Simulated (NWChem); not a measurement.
## Correlation energy of Hg

```
Hg
```
Charge 0, spin multiplicity 1.

Program: NWChem.

Basis set: def2-TZVP. Each correlation energy counts from its own Hartree-Fock reference.

Effective core potentials replace the inner electrons of Hg; spin-orbit coupling is left out. The correlated methods keep 4 core orbitals frozen. No row is a measurement; the coupled-cluster row has its own basis-set and correlation limits.

Task: Order these methods by the correlation energy they give, lowest first: MP2, SCS-MP2, CCSD, CCSD+T(CCSD), CR-CCSD[T].

Result: MP2 (-335.8 mHa), CCSD+T(CCSD) (-322.5 mHa), CR-CCSD[T] (-321.2 mHa), CCSD (-315.5 mHa), SCS-MP2 (-303.3 mHa)
